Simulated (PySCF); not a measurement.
SiOCl2, SMILES Cl[Si](=O)Cl. The structure is a stationary point at PBE-D3(BJ)/def2-SVP.

Computed with PBE-D3(BJ)/def2-SVP (PySCF).

Harmonic wavenumbers (cm⁻¹): 188, 251, 266, 479, 617, 1206. Rotational constants (GHz): 4.658, 2.611, 1.673; symmetry number 2.

Q: Work out the zero-point energy and the ideal-gas rigid-rotor harmonic-oscillator thermochemistry at 298.15 K and 1 atm.

A: ZPE = ½ Σ hcν = ½ × 3007 cm⁻¹ = 17.99 kJ/mol. H − E(el) = 32.99 kJ/mol. Entropy in J/(mol K): translation 167.92, rotation 107.87, vibration 28.30, total 304.10. G − E(el) = -57.68 kJ/mol. Cp = 66.09 J/(mol K).
